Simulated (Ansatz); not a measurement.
# Worked example: In(CH3)Cl2 + BCl2 → In(CH3)Cl + BCl3

Species: In(CH3)Cl2, singlet; BCl2 `Cl[B]Cl`, doublet; In(CH3)Cl, doublet; BCl3 (boron trichloride) `ClB(Cl)Cl`, singlet. A radical takes Cl: the energy is the difference in strength between the In–Cl bond broken and the B–Cl bond made.

Shapes, held fixed at every level: PBE0-D4/def2-TZVP. Programs: Ansatz 0.2.0. Electronic energies: no zero-point or thermal term.

At CCSD(T)/def2-TZVPP; 1 Eh = 2625.50 kJ/mol:

| species | energy (Eh) |
| --- | --- |
| In(CH3)Cl2 | -1148.887979 |
| BCl2 | -944.239495 |
| In(CH3)Cl | -689.077563 |
| BCl3 | -1404.090770 |

**Question.** Work out ΔE of the reaction at this level.

**Answer.** 
1. Products less reactants: (-689.077563) + (-1404.090770) − [(-1148.887979) + (-944.239495)] = -0.040859 Eh = -107.3 kJ/mol.

Other levels give -132.4 (SPW92/def2-TZVPP) to -79.0 kJ/mol (HF/def2-TZVPP). No measured value is set beside it here. Spin contamination: In(CH3)Cl (⟨S²⟩ up to 0.78). Open shells run unrestricted. For atoms past krypton def2 sets carry core potentials with scalar relativity. Outer-core shells of In are correlated, in sets that cover them unevenly.
